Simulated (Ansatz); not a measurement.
Start from `[SiH3]C(Cl)I` and change one atom or group to get `[SiH3]C(Cl)[TeH]`.

Ansatz, PBE0-D4/def2-TZVP geometries, multiplicity 1. 

Elements past krypton have def2 core potentials.

| property | `[SiH3]C(Cl)I` |
| --- | --- |
| HOMO energy (ωB97M-V/def2-TZVPP) / eV | -9.71 |
| HOMO–LUMO gap (ωB97M-V/def2-TZVPP) / eV | 10.04 |
| LUMO energy (PBE0/def2-TZVPP) / eV | -1.62 |
| HOMO energy (PBE0/def2-TZVPP) / eV | -7.55 |
| HOMO energy (PBE/def2-TZVPP) / eV | -6.39 |
| HOMO energy (B3LYP/def2-TZVPP) / eV | -7.31 |

Task: Give the same properties after the change, and the shifts. (Estimate.)

Result: Computed: 
```tsv
property	`[SiH3]C(Cl)[TeH]`	shift
HOMO energy (ωB97M-V/def2-TZVPP) / eV	-8.65	1.06
HOMO–LUMO gap (ωB97M-V/def2-TZVPP) / eV	9.15	-0.89
LUMO energy (PBE0/def2-TZVPP) / eV	-1.33	0.29
HOMO energy (PBE0/def2-TZVPP) / eV	-6.54	1.01
HOMO energy (PBE/def2-TZVPP) / eV	-5.50	0.89
HOMO energy (B3LYP/def2-TZVPP) / eV	-6.32	0.99
```

With PBE0 the HOMO rises by 1.01 eV and the LUMO rises by 0.29 eV, so the gap narrows by about 0.72 eV. PBE moves the HOMO by 0.89 eV and ωB97M-V by 1.06 eV.

B3LYP here is the variant with VWN-RPA as its local correlation; programs differ in this.

Spin–orbit coupling is left out; it splits and shifts lone-pair levels of the heavy atoms by tenths of an eV.
